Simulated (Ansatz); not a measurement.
Gas-phase electronic energies from Ansatz, PBE0-D4/def2-TZVP geometries. CCSD(T)/CBS is the MP2 limit (def2-TZVPP, def2-QZVPP) plus CCSD(T) − MP2 in def2-TZVPP, frozen cores. DFT in def2-TZVPP. B3LYP here is the variant with VWN-RPA as its local correlation; programs differ in this. Each species was taken in one conformer, which may not be the lowest.

Consider the isomerisation: `OCC(F)[SiH3]` → `FCOC[SiH3]`.

`OCC(F)[SiH3]`:

Z-matrix (Å, degrees):
```
C
C 1 1.507
O 1 1.408 2 112.8
H 1 1.099 2 109.1 3 -124.2
H 1 1.093 2 108.9 3 118.3
Si 2 1.908 1 114.1 3 -49.3
F 2 1.406 1 108.3 3 70.7
H 2 1.097 1 109.1 3 -173.4
H 3 0.962 1 107.9 2 -61.2
H 6 1.486 2 108.4 1 -169.1
H 6 1.486 2 108.5 1 -50.6
H 6 1.482 2 110.6 1 71.0
```

`FCOC[SiH3]`:

```xyz
12

F    -1.255    0.657    1.356
C    -1.421   -0.619    0.836
O    -1.077   -0.660   -0.478
C     0.324   -0.593   -0.736
Si    1.170    1.075   -0.381
H    -2.481   -0.868    0.911
H    -0.800   -1.283    1.453
H     0.432   -0.804   -1.802
H     0.840   -1.403   -0.199
H     0.348    2.192   -0.908
H     2.468    1.033   -1.112
H     1.452    1.272    1.062
```

| level | ΔE (kcal/mol) | difference from CCSD(T)/CBS |
| --- | --- | --- |
| r2SCAN-D4 | 3.2 | -1.3 |
| PBE0-D4 | 3.7 | -0.8 |
| ωB97X-V | 3.3 | -1.2 |
| ωB97M-V | 3.8 | -0.7 |
| B2PLYP | 3.1 | -1.4 |
| r2SCAN | 3.2 | -1.3 |
| B3LYP | 2.8 | -1.7 |
| HF/def2-TZVPP | 2.3 | -2.2 |
| SCS-MP2/def2-TZVPP | 3.5 | -1.0 |
| CCSD/CBS(def2) | 4.6 | 0.1 |
| CCSD(T)/CBS | 4.5 | 0 |

Largest T1 diagnostic among the species: 0.012.

In def2-TZVPP, CCSD(T) changes the Hartree–Fock value by +1.2 kcal/mol (the triples alone add −0.1 kcal/mol) and MP2 by +1.7 kcal/mol.
